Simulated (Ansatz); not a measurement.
Geometry optimisation, RKS B3LYP/6-31G* (Ansatz).

input.yaml

```yaml
crystal:
  periodic: [false, false, false]
  atoms:
    - { symbol: B, position_ang: [0.0, 0.0, 0.0] }
    - { symbol: H, position_ang: [0.0, 0.0, 1.54] }
    - { symbol: "N", position_ang: [1.3423, 0.0, -0.775] }
    - { symbol: H, position_ang: [1.8089, -0.9179, -1.0268] }
    - { symbol: H, position_ang: [1.7937, 0.9179, -1.0532] }
    - { symbol: Cl, position_ang: [-1.6108, 0.0, -0.93] }
    - { symbol: F, position_ang: [-0.2026, 1.5239, 0.5108] }
    - { symbol: H, position_ang: [-0.1143, 0.86, 1.4996] }
basis:
  gaussian: { orbitals: "6-31G*" }
hamiltonian:
  xc: b3lyp
relax:
  f_tol: 0.15
  max_steps: 25
  restrain:
    - { distance: [0, 6], at: 2.52, k: 30.0 }
    - { distance: [7, 1], at: 1.86, k: 30.0 }
    - { distance: [0, 1], at: 1.19, k: 30.0 }
    - { distance: [7, 6], at: 0.92, k: 30.0 }
```

Command:

```bash
$ ansatz run input.yaml --threads 1 --pin off --max-ram 2048MiB --backend cpu --events-out ev --progress --plain --runs-dir out
```

Q: Where does it end, and by what steps?

A: The run converged. The restraints hold the end off the free minimum. After 14 steps the energy has fallen by 3.218 eV (the restraints' own energy left out); H5 moved furthest, 1.15 Å. Parted: B1–F7 (1.62 → 2.53 Å). Joined: B1–H2 (1.54 → 1.19 Å), F7–H8 (1.19 → 0.93 Å).

```tsv
step	energy less start (eV)	largest force component (eV/Å)	accepted
0	0.0000	3.796	yes
1	-0.5974	2.434	yes
2	-1.3002	2.429	yes
3	-1.7417	2.502	yes
4	-2.1587	0.786	yes
5	-2.4031	0.911	yes
6	-2.5806	1.946	yes
7	-2.8561	1.083	yes
8	-3.0063	1.467	yes
9	-3.1579	1.015	yes
10	-3.1707	1.469	no
11	-3.2060	0.456	yes
12	-3.2141	0.376	yes
13	-3.2186	0.220	yes
14	-3.2184	0.487	yes
```

```xyz
8
Properties=species:S:1:pos:R:3
B 0.041 -0.155 -0.149
H -0.027 -0.503 0.988
N 1.259 -0.129 -0.812
H 2.137 -0.280 -0.334
H 1.354 0.143 -1.781
Cl -1.481 0.123 -1.041
F 0.000 1.974 1.216
H -0.265 1.211 1.679
```

The run took 24 s on 1 thread of AMD EPYC 9R45 96-Core Processor (Zen 5) (shared host), peak memory 0.18 GiB.
